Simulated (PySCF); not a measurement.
# Worked example: oscillator strength and radiative lifetime

CH₇ClFNSi₂, SMILES C[Si@](F)(Cl)N[SiH3].

The structure is a stationary point at PBE0-D3(BJ)/def2-SVP. The structure was generated by enumeration; whether it is a known compound was not checked. The values are those of a single conformer.

PySCF 2.14.0 with TDA-PBE/def2-SVPD puts the first singlet state with f over 0.02 at 7.03 eV (vertical), with the transition dipole (-0.426, 0.096, -0.026) in atomic units.

Question: Find the oscillator strength, the wavelength and the radiative lifetime that this transition would have in vacuum if emission retraced absorption.

Answer: 
|μ|² = 0.1914 au, so |μ| = 1.11 D. ΔE = 7.03/27.211 = 0.2583 hartree. f = (2/3) ΔE |μ|² = 0.033 (the program prints 0.033).
λ = 1239.84/7.03 = 176 nm; ν = 56701 cm⁻¹.
Einstein's coefficient A = 0.6670 ν² f s⁻¹ (ν in cm⁻¹) = 7.1e7 s⁻¹, so τ = 1/A = 14 ns. This state is S5; the lower singlets have f = 0.005, 0.016, 0.003, 0.004. The figure is the radiative limit of this one transition; relaxation, internal conversion, crossing to triplets and a medium change what is measured.
